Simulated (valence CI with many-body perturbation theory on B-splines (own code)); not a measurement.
E1 transitions of Gd⁵⁰⁺

Level of theory: configuration interaction combined with many-body perturbation theory (CI+MBPT): four valence electrons over a frozen Dirac-Fock core [Ne], radial functions for each j: 11 s, 11 p, 9 d, 7 f, 5 g, 2 h, 1 i, with the one-electron correlation potential Σ1 (screened to all orders), the two-electron term Σ2, the three-electron term Σ3, Breit, model QED; selected single and double excitations, second order for the rest (own B-spline code, finite nucleus).

The last digits are not significant, and no measured levels were compared; by estimate large intervals hold to a few tenths of a per cent, small ones and those within an open d or f shell to about a per cent.

Lines 151 to 200 of 242 in falling wavelength, among levels below 6292.7 × 10³ cm⁻¹, chosen from the strongest by gf and those to the six lowest levels. Wavelengths and rates use the calculated energies. Electric multipoles are in the length gauge, E1 and E2 with the static RPA response of the core. Weak lines are less certain than strong ones. Lines between different terms over intervals too small for the method are left out, as are lines whose strength nearly cancels. The highest levels of a list are the least certain.

Levels are named by their leading jj configuration (3d3/2^4 stands for four electrons in 3d with j = 3/2), which in mixed levels can hold well under half, so a name can repeat and another be missing. Letters in brackets count levels of one name in rising energy.

| λ vac (Å) | Upper | Lower | A (s⁻¹) | S (a.u.) with core polarisation | S without |
| --- | --- | --- | --- | --- | --- |
| 36.72 | (3s 3p1/2 3p3/2 3d3/2) J=1 [c] | (3s^2 3p1/2 3d3/2) J=2 | 8.31e+11 | 6.09e-02 | 6.19e-02 |
| 36.66 | (3s 3p1/2 3p3/2^2) J=1 [b] | (3s^2 3p1/2 3p3/2) J=2 | 8.07e+11 | 5.89e-02 | 5.99e-02 |
| 36.64 | (3s 3p1/2 3p3/2 3d5/2) J=1 [c] | (3s^2 3p1/2 3d5/2) J=2 | 1.79e+11 | 1.30e-02 | 1.32e-02 |
| 36.60 | (3s 3p1/2 3p3/2 3d5/2) J=3 [d] | (3s^2 3p1/2 3d5/2) J=3 | 3.77e+11 | 6.39e-02 | 6.50e-02 |
| 36.50 | (3s 3p1/2 3p3/2 3d5/2) J=2 [c] | (3s^2 3p1/2 3d5/2) J=3 | 1.69e+11 | 2.02e-02 | 2.06e-02 |
| 36.49 | (3s 3p1/2 3p3/2 3d5/2) J=3 [d] | (3s^2 3p1/2 3d5/2) J=2 | 5.13e+10 | 8.61e-03 | 8.76e-03 |
| 36.39 | (3s 3p1/2 3p3/2 3d5/2) J=2 [c] | (3s^2 3p1/2 3d5/2) J=2 | 9.11e+10 | 1.08e-02 | 1.10e-02 |
| 36.16 | (3s 3p1/2 3p3/2 3d3/2) J=1 [a] | (3s 3p1/2^2 3p3/2) J=2 | 1.31e+10 | 9.16e-04 | 9.31e-04 |
| 35.88 | (3s 3p1/2 3p3/2 3d5/2) J=2 [d] | (3s^2 3p1/2 3d5/2) J=3 | 3.12e+11 | 3.56e-02 | 3.62e-02 |
| 35.82 | (3s 3p1/2 3p3/2^2) J=1 [b] | (3s^2 3p1/2 3p3/2) J=1 | 3.13e+11 | 2.13e-02 | 2.16e-02 |
| 35.77 | (3s 3p1/2 3p3/2 3d5/2) J=2 [d] | (3s^2 3p1/2 3d5/2) J=2 | 1.70e+11 | 1.92e-02 | 1.95e-02 |
| 35.73 | (3s 3p1/2 3p3/2 3d3/2) J=3 [a] | (3s 3p1/2^2 3p3/2) J=2 | 1.83e+10 | 2.88e-03 | 2.92e-03 |
| 35.67 | (3s^2 3d3/2^2) J=2 | (3s^2 3p1/2 3d5/2) J=3 | 2.69e+11 | 3.02e-02 | 3.07e-02 |
| 35.61 | (3s 3p1/2 3p3/2 3d3/2) J=2 [b] | (3s 3p1/2^2 3p3/2) J=2 | 1.56e+11 | 1.74e-02 | 1.77e-02 |
| 35.61 | (3s 3p1/2 3p3/2 3d3/2) J=2 [c] | (3s 3p1/2^2 3p3/2) J=1 | 3.75e+10 | 4.18e-03 | 4.25e-03 |
| 35.57 | (3s^2 3d3/2^2) J=2 | (3s^2 3p1/2 3d5/2) J=2 | 2.63e+10 | 2.92e-03 | 2.97e-03 |
| 35.49 | (3s 3p1/2 3p3/2 3d5/2) J=2 [a] | (3s^2 3p1/2 3d3/2) J=2 | 2.27e+09 | 2.50e-04 | 2.54e-04 |
| 35.26 | (3s 3p3/2^3) J=1 | (3s^2 3p3/2^2) J=2 | 1.15e+12 | 7.47e-02 | 7.60e-02 |
| 35.11 | (3s 3p1/2 3p3/2 3d3/2) J=1 [d] | (3s^2 3p1/2 3d3/2) J=2 | 1.43e+11 | 9.14e-03 | 9.30e-03 |
| 34.72 | (3s 3p1/2 3p3/2 3d3/2) J=1 [b] | (3s 3p1/2^2 3p3/2) J=1 | 2.40e+10 | 1.49e-03 | 1.51e-03 |
| 34.70 | (3s 3p1/2 3p3/2 3d3/2) J=2 [d] | (3s 3p1/2^2 3p3/2) J=1 | 1.69e+10 | 1.74e-03 | 1.77e-03 |
| 34.59 | (3s 3p1/2 3p3/2 3d5/2) J=3 [a] | (3s^2 3p1/2 3d3/2) J=2 | 9.99e+08 | 1.43e-04 | 1.45e-04 |
| 34.39 | (3s 3p1/2 3p3/2 3d3/2) J=2 [e] | (3s^2 3p1/2 3d3/2) J=2 | 3.52e+11 | 3.53e-02 | 3.59e-02 |
| 34.31 | (3s 3p1/2 3p3/2 3d5/2) J=2 [c] | (3s^2 3p1/2 3d3/2) J=1 | 6.28e+10 | 6.26e-03 | 6.37e-03 |
| 34.12 | (3s 3p1/2 3p3/2 3d3/2) J=1 [c] | (3s 3p1/2^2 3p3/2) J=1 | 8.26e+10 | 4.86e-03 | 4.94e-03 |
| 33.76 | (3s 3p1/2 3p3/2 3d5/2) J=2 [d] | (3s^2 3p1/2 3d3/2) J=1 | 3.91e+11 | 3.71e-02 | 3.78e-02 |
| 33.75 | (3s 3p1/2 3p3/2 3d5/2) J=3 [b] | (3s^2 3p1/2 3d3/2) J=2 | 3.37e+09 | 4.48e-04 | 4.55e-04 |
| 33.68 | (3s 3p1/2 3p3/2 3d5/2) J=1 [a] | (3s^2 3p1/2 3d3/2) J=2 | 5.47e+09 | 3.09e-04 | 3.15e-04 |
| 33.58 | (3s^2 3d3/2^2) J=2 | (3s^2 3p1/2 3d3/2) J=1 | 9.39e+11 | 8.77e-02 | 8.92e-02 |
| 33.40 | (3s 3p1/2 3p3/2 3d5/2) J=2 [b] | (3s^2 3p1/2 3d3/2) J=2 | 6.21e+09 | 5.72e-04 | 5.81e-04 |
| 33.31 | (3s 3p1/2 3p3/2 3d3/2) J=2 [c] | (3s 3p1/2^2 3p3/2) J=2 | 1.09e+11 | 9.92e-03 | 1.01e-02 |
| 33.06 | (3s 3p1/2 3p3/2 3d5/2) J=2 [a] | (3s 3p1/2^2 3p3/2) J=1 | 1.31e+09 | 1.17e-04 | 1.19e-04 |
| 32.93 | (3s 3p1/2 3p3/2 3d3/2) J=3 [b] | (3s 3p1/2^2 3p3/2) J=2 | 7.41e+11 | 9.14e-02 | 9.30e-02 |
| 32.83 | (3s^2 3p3/2 3d3/2) J=3 | (3s^2 3p1/2 3p3/2) J=2 | 8.59e+11 | 1.05e-01 | 1.07e-01 |
| 32.73 | (3s 3p1/2 3p3/2 3d3/2) J=1 [d] | (3s 3p1/2^2 3p3/2) J=1 | 8.15e+11 | 4.23e-02 | 4.30e-02 |
| 32.71 | (3s^2 3p3/2 3d3/2) J=2 | (3s^2 3p1/2 3p3/2) J=2 | 1.12e+12 | 9.71e-02 | 9.88e-02 |
| 32.68 | (3s 3p1/2 3p3/2 3d5/2) J=3 [c] | (3s^2 3p1/2 3d3/2) J=2 | 1.82e+08 | 2.19e-05 | 2.23e-05 |
| 32.63 | (3s^2 3p3/2 3d3/2) J=1 | (3s^2 3p1/2 3p3/2) J=2 | 1.37e+11 | 7.06e-03 | 7.18e-03 |
| 32.53 | (3s 3p1/2 3p3/2 3d3/2) J=1 [b] | (3s 3p1/2^2 3p3/2) J=2 | 8.60e+11 | 4.38e-02 | 4.45e-02 |
| 32.52 | (3s 3p1/2 3p3/2 3d3/2) J=2 [d] | (3s 3p1/2^2 3p3/2) J=2 | 1.02e+12 | 8.63e-02 | 8.78e-02 |
| 32.32 | (3s 3p1/2 3p3/2 3d5/2) J=1 [b] | (3s^2 3p1/2 3d3/2) J=2 | 1.51e+09 | 7.53e-05 | 7.65e-05 |
| 32.13 | (3s 3p1/2 3p3/2 3d3/2) J=0 [b] | (3s 3p1/2^2 3p3/2) J=1 | 7.33e+11 | 1.20e-02 | 1.22e-02 |
| 32.13 | (3s 3p1/2 3p3/2 3d3/2) J=3 [c] | (3s 3p1/2^2 3p3/2) J=2 | 1.32e+10 | 1.51e-03 | 1.54e-03 |
| 32.11 | (3s 3p1/2 3p3/2 3d3/2) J=2 [e] | (3s 3p1/2^2 3p3/2) J=1 | 4.99e+11 | 4.07e-02 | 4.14e-02 |
| 32.04 | (3s^2 3p3/2 3d3/2) J=2 | (3s^2 3p1/2 3p3/2) J=1 | 5.15e+11 | 4.18e-02 | 4.25e-02 |
| 32.00 | (3s 3p1/2 3p3/2 3d3/2) J=1 [c] | (3s 3p1/2^2 3p3/2) J=2 | 3.26e+10 | 1.58e-03 | 1.61e-03 |
| 31.97 | (3s^2 3p3/2 3d3/2) J=1 | (3s^2 3p1/2 3p3/2) J=1 | 1.17e+12 | 5.68e-02 | 5.77e-02 |
| 31.96 | (3s^2 3d3/2^2) J=0 | (3s^2 3p1/2 3d3/2) J=1 | 2.67e+12 | 4.30e-02 | 4.38e-02 |
| 31.89 | (3s^2 3p1/2 3d3/2) J=1 | (3s^2 3p1/2^2) J=0 | 1.59e+12 | 7.63e-02 | 7.76e-02 |
| 31.87 | (3s^2 3p3/2 3d3/2) J=0 | (3s^2 3p1/2 3p3/2) J=1 | 1.13e+12 | 1.81e-02 | 1.84e-02 |
